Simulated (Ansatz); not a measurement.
A nudged elastic band was laid between two geometries of AlBrF$_{2}$H$_{2}$ (6 atoms, charge 0, multiplicity 1).

Computed with Ansatz, RKS B3LYP/def2-SVP.

```json
{"movable images": "6", "climbing image": "no", "spring": "5.0 eV/Å²", "optimiser": "quadratic models (default)", "start path": "through a guess of the saddle point", "force threshold": "0.05 eV/Å", "iteration limit": "60", "end points": "relaxed"}
```

Image 0:

```xyz
6
Properties=species:S:1:pos:R:3
Al -0.022 0.051 0.026
F 0.004 0.408 1.666
F 1.443 0.136 -0.758
H -1.362 0.096 -0.775
Br 0.067 -2.619 0.949
H 0.149 -1.830 2.147
```

Image 7:

```xyz
6
Properties=species:S:1:pos:R:3
Al -0.025 -0.443 -0.102
F 0.051 -0.024 1.855
F 1.443 0.170 -0.598
H -1.366 0.155 -0.633
Br 0.049 -2.670 0.600
H 0.126 -0.945 2.132
```

Problem. Which bonds break or form, and what moves?

Solution. Bonds broken: Br5–H6. Bonds formed: F2–H6.

Problem. What energy profile does the band end with?

Solution. The run converged. The highest image is number 4 of 0 to 7, 0.152 eV above the first end and 0.229 eV above the last; the last end lies 0.077 eV below the first. No image climbed, so the highest image needn't sit at the top of the path. The orbitals stay closed-shell, which can raise the energy where a bond breaks towards radicals; this wasn't checked here.

```csv
image,path coordinate (Å),energy (eV),Br5–H6 (Å),F2–H6 (Å)
0,0.00,0.000,1.44,2.29
1,0.21,0.007,1.44,2.04
2,0.42,0.033,1.46,1.79
3,0.64,0.094,1.51,1.53
4,0.85,0.152,1.63,1.28
5,1.06,0.058,1.83,1.08
6,1.27,-0.050,2.06,0.99
7,1.48,-0.077,2.31,0.96
```

Problem. What is the geometry of the highest image?

Solution. 
```xyz
6
Properties=species:S:1:pos:R:3
Al -0.015 -0.210 0.013
F 0.042 0.030 1.788
F 1.456 0.150 -0.671
H -1.374 0.113 -0.679
Br 0.077 -2.591 0.937
H 0.092 -1.249 1.866
```

Time of the run: 60 s on 2 threads of Intel(R) Xeon(R) Platinum 8488C (Sapphire Rapids), on a shared host, peak memory 0.21 GiB.
